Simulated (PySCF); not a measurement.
Species: cyclo-(Cl2SiS)4.
Bonds: Si1–Cl2, Si1–Cl3, Si1–S4, Si1–S16, S4–Si5, Si5–Cl6, Si5–Cl7, Si5–S8, S8–Si9, Si9–Cl10, Si9–Cl11, Si9–S12, S12–Si13, Si13–Cl14, Si13–Cl15, Si13–S16.

The calculation used PBE0-D3(BJ)/def2-SVP geometry optimisation, gas phase in PySCF.

(1) What internal coordinates does the optimisation give?

## Answers

(1) 
```
                    bond  length (Å)
Si1–Cl2 and 7 like bonds       2.043
 Si1–S4 and 3 like bonds       2.130
Si1–S16 and 3 like bonds       2.140
```

Bonds in one row agree within 0.01 Å and their mean is given. A selection of angles:
```
       angle  degrees
 Cl2–Si1–Cl3    109.6
  Cl2–Si1–S4    112.5
 Cl2–Si1–S16    104.6
  Cl3–Si1–S4    104.2
 Cl3–Si1–S16    110.5
  S4–Si1–S16    115.4
  Si1–S4–Si5    102.7
  Cl6–Si5–S8    112.8
Si9–S12–Si13    102.4
```

Dihedral angles: Cl2–Si1–S4–Si5 46° (synclinal); Cl2–Si1–S16–Si13 -156° (antiperiplanar); Si1–S4–Si5–Cl6 156° (antiperiplanar); S4–Si5–S8–Si9 74° (synclinal); Si5–S8–Si9–Cl10 -156° (antiperiplanar); S8–Si9–S12–Si13 -75° (synclinal); Si9–S12–Si13–Cl14 -86° (synclinal); S12–Si13–S16–Si1 74° (synclinal).

Of the pairs four or more bonds apart, S4···S12 is among the closest relative to their van der Waals radii: 3.63 Å, 101 % of the sum of Bondi's values. Si1 (silicon bonded to 2 Cl and 2 S) is distorted tetrahedral (angles from 104.2° to 115.4°).

Point group: S4 (every atom within 0.08 Å of its image). Whether it is a minimum is left open (no frequencies). The numbers are those of one conformer.

Hardware: an Intel Xeon Platinum 8375C at 2.90 GHz with 2 threads, no GPU (shared host). Cost: 7.2 min wall, 15 min CPU, 4.1 GiB resident at most. That covers the optimisation of the geometry.
